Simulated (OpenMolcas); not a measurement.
Mo²⁺: effect of the IPEA shift

| Property | Result |
| --- | --- |
| Program | OpenMolcas |
| Basis | ANO-RCC-VTZP [7s6p4d2f1g] |
| Scalar Hamiltonian | DKH2, point nucleus |
| Active space | 4 electrons in 10 orbitals (4d 5d) |
| State averaging | 2S+1 = 5 even, 5 roots; 2S+1 = 3 even, 45 roots; 2S+1 = 1 even, 49 roots |
| Spin-orbit coupling | state interaction with AMFI integrals over the reference wave functions, term energies averaged over their components |

Methods on the same reference wave functions:
A. CASSCF
B. MS-CASPT2, IPEA 0 Eh, imaginary shift 0.1 Eh (closed shells correlated: 4s 4p)
C. MS-CASPT2, IPEA 0.25 Eh, imaginary shift 0.1 Eh (closed shells correlated: 4s 4p)

Energies in cm⁻¹ above 4d⁴ ⁵D₀, the measured ground level; measured values from Sugar and Musgrove, J. Phys. Chem. Ref. Data 17, 155 (1988).

| Level | A | B | C | Measured |
| --- | --- | --- | --- | --- |
| 4d⁴ ⁵D₀ | 0.0 | 0.0 | 0.0 | 0.0 |
| 4d⁴ ⁵D₁ | 220 | 243 | 237 | 242 |
| 4d⁴ ⁵D₂ | 627 | 670 | 660 | 668 |
| 4d⁴ ⁵D₃ | 1178 | 1228 | 1217 | 1224 |
| 4d⁴ ⁵D₄ | 1844 | 1879 | 1872 | 1872 |
| 4d⁴ ³H₄ | 15357 | 13280 | 13700 | 12680 |
| 4d⁴ ³P₀(1) | 15686 | 11030 | 11920 | 11149 |
| 4d⁴ ³H₅ | 15876 | 13880 | 14280 | 13276 |
| 4d⁴ ³H₆ | 16382 | 14430 | 14820 | 13811 |
| 4d⁴ ³P₁(1) | 16927 | 12230 | 13140 | 12510 |
| 4d⁴ ³F₃(1) | 17813 | 14170 | 14960 | 13948 |
| 4d⁴ ³F₂(1) | 17888 | 14100 | 14930 |  |
| 4d⁴ ³F₄(1) | 18082 | 14510 | 15280 | 14296 |
| 4d⁴ ³P₂(1) | 18836 | 14080 | 15010 |  |
| 4d⁴ ³G₃ | 19665 | 16420 | 16990 | 15871 |
| 4d⁴ ³G₄ | 20090 | 16920 | 17450 | 16283 |
| 4d⁴ ³G₅ | 20425 | 17380 | 17880 | 16714 |
| 4d⁴ ¹I₆ | 23665 | 21310 | 21540 | 20290 |
| 4d⁴ ³D₃ | 24909 | 19950 | 20680 | 19488 |
| 4d⁴ ³D₂ | 25034 | 20060 | 20780 | 19577 |
| 4d⁴ ¹G₄(1) | 25229 | 22010 | 22380 | 20612 |
| 4d⁴ ³D₁ | 25277 | 20330 | 21070 |  |
| 4d⁴ ¹S₀ | 28882 | 23640 | 24460 | 22990 |
| 4d⁴ ¹D₂(1) | 30530 | 24450 | 25010 | 22806 |

Deviations, from unrounded energies. A percentage is the sum of absolute deviations over the sum of measured energies, with the sign that they share, or ± where signs differ.

```json
{"Against measurement": "mean absolute deviation (cm-1)", "Levels": "20", "A": "3400", "B": "510", "C": "950"}
{"Against measurement": "fine structure of the ground term (%)", "Levels": "4", "A": "-3.4", "B": "+0.3", "C": "-0.5"}
{"Against measurement": "other terms of the ground configuration (%)", "Levels": "16", "A": "+25.6", "B": "±3.8", "C": "+7.1"}
```

B lies closest to measurement on these levels and A furthest from it. The largest miss of B in the table is 4d⁴ ¹D₂(1), by +1600 cm-1. The ranking rests on the paired levels alone, and a cruder setting can come out closer through cancelling errors.

Between B and C the level of the table that moves most is 4d⁴ ³P₂(1), by 940 cm-1 (lowest in B, highest in C). Moves below CASPT2's spread within the term are not significant.

The mean deviations of B to C differ by less than CASPT2's widest spread within a term (850 cm-1), so their order carries little weight.

From A to B the spin-free energies of the other terms of 4d⁴ shown, above ⁵D, scale by factors of 0.71 to 0.89, as is usual when dynamic correlation screens the repulsion within a d or f shell.

The lowest spin-free term lies below A's lowest term by 0.330 hartree in B, 0.321 hartree in C.

Term energies are means over components that CASPT2 splits; among the terms shown or strongly mixed into the levels shown the widest spread is 850 cm-1 (4d⁴ ¹I, C). Some levels mix across a computed gap that differs much from the measured one, so their mixing is not that of the real levels. Active for correlation alone: 5d; no level in the range computed is led by a configuration that fills it, so any true level of that kind is missing. The CASPT2 spread within a term exceeds the gap to the next term for 4d⁴ ¹I and 4d⁴ ¹G(1), so the order of their levels is uncertain (figures for B; the like holds for C). Without dynamic correlation excited terms often stand tens of per cent too high (terms of higher spin than the ground term too low), and those without a measured partner can miss by more than the paired ones (holds for A). Computed and measured levels are paired by configuration, term and J; levels that our copy of the source lacks, or whose pairing is in doubt (as where it misses far off the trend of its configuration), stay unpaired and out of the deviations. Only configurations of the active space appear. Levels that lie high or do not pair safely by name in every column are left out.

A number in round brackets counts repeated terms of one configuration in the order of the reference energies.
